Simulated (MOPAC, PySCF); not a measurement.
[Nb(Cl)(F)4], neutral singlet in the gas phase. 

Cartesian coordinates (Å):
```xyz
6

Nb    -0.0256    -0.0226     0.0376
Cl    -1.1703    -1.0256     1.7153
F      0.8519    -1.3808    -0.8997
F     -0.3613     1.8106     0.1806
F      1.6650     0.3889     0.7209
F     -1.1802     0.0358    -1.4314
```
Charge 0, multiplicity 1.

All levels are single points at this geometry (PBE-D3(BJ)/def2-SVP); Pople sets use spherical d functions. Orbital energies aren't observables, and empty levels follow the basis.

B3LYP/6-31G* (LANL2DZ on Nb) in PySCF gives dipole (D) = 0.80.

### Question
Estimate the dipole (D) from each of these levels: B3LYP-D3(BJ)/def2-TZVP in PySCF; PBE-D3(BJ)/def2-TZVP in PySCF; TPSSh-D3(BJ)/def2-TZVP in PySCF; B3LYP/6-311+G** (LANL2DZ on Nb) in PySCF; B3LYP/LANL2DZ in PySCF; BP86/6-31G* (LANL2DZ on Nb) in PySCF; M06-2X/6-31G* (LANL2DZ on Nb) in PySCF; PBE/6-31G* (LANL2DZ on Nb) in PySCF; SVWN5/6-31G* (LANL2DZ on Nb) in PySCF; HF/6-31G* (LANL2DZ on Nb) in PySCF; PM6 in MOPAC; PM7 in MOPAC.

### Answer

| level | dipole (D) |
|---|---|
| B3LYP-D3(BJ)/def2-TZVP in PySCF | 1.54 |
| PBE-D3(BJ)/def2-TZVP in PySCF | 1.32 |
| TPSSh-D3(BJ)/def2-TZVP in PySCF | 1.36 |
| B3LYP/6-311+G** (LANL2DZ on Nb) in PySCF | 1.65 |
| B3LYP/LANL2DZ in PySCF | 1.21 |
| BP86/6-31G* (LANL2DZ on Nb) in PySCF | 0.58 |
| M06-2X/6-31G* (LANL2DZ on Nb) in PySCF | 0.96 |
| PBE/6-31G* (LANL2DZ on Nb) in PySCF | 0.56 |
| SVWN5/6-31G* (LANL2DZ on Nb) in PySCF | 0.68 |
| HF/6-31G* (LANL2DZ on Nb) in PySCF | 1.11 |
| PM6 in MOPAC | 1.83 |
| PM7 in MOPAC | 2.59 |
